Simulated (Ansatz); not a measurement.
The first iterations of a band of BClH3NO + H4OSi (13 atoms, charge 0, multiplicity 1).

All numbers below come from Ansatz 0.2.0, RKS PBE/def2-SVP.

| Property | Result |
| --- | --- |
| movable images | 7 |
| climbing image | yes |
| spring | 5.0 eV/Å² |
| optimiser | quadratic models (default) |
| start path | through a guess of the saddle point |
| force threshold | 0.2 eV/Å |
| iteration limit | 60 |
| end points | relaxed |

First end point:

```xyz
13
Properties=species:S:1:pos:R:3
B 0.194 -0.670 0.409
N 0.164 -0.108 1.717
H -0.632 -0.258 2.337
H 1.041 0.076 2.209
O 1.369 -0.732 -0.276
H 1.250 -1.044 -1.190
Cl -1.350 -1.214 -0.323
O -0.550 2.531 0.664
Si -2.145 2.696 0.178
H -2.426 2.053 -1.159
H -3.112 2.104 1.178
H -2.412 4.169 0.053
H -0.302 1.659 1.055
```

Last end point:

```xyz
13
Properties=species:S:1:pos:R:3
B -0.155 0.300 0.314
N 0.244 0.140 1.917
H -0.596 0.209 2.508
H 0.680 -0.781 2.073
O 1.025 -0.119 -0.335
H 0.996 0.130 -1.273
Cl -1.641 -0.924 0.168
O -0.572 1.647 0.118
Si -2.108 2.266 -0.149
H -2.722 1.788 -1.435
H -3.047 1.970 0.994
H -1.932 3.759 -0.227
H 0.915 0.878 2.179
```

| iteration | highest image above the first end (eV) | largest band force component (eV/Å) |
| --- | --- | --- |
| 1 | 8.946 | 44.143 |
| 2 | 2.582 | 3.229 |
| 3 | 1.408 | 1.808 |
| 4 | 0.939 | 7.535 |
| 5 | 0.749 | 1.460 |
| 6 | 0.715 | 1.177 |

**Question.** Does the band converge within its limit, and where does its top end?

**Answer.** It converged. It ended after 18 iterations with the highest image 0.605 eV above the first end. The threshold of 0.2 eV/Å is loose, so the images may lie well off the minimum-energy path. The order of the point at the top wasn't checked. The orbitals stay closed-shell, which can raise the energy where a bond breaks towards radicals; this wasn't checked here.

Run time: 100 s on 4 threads of Intel(R) Xeon(R) 6975P-C (Granite Rapids), with other jobs on the host, peak memory 0.2 GiB.
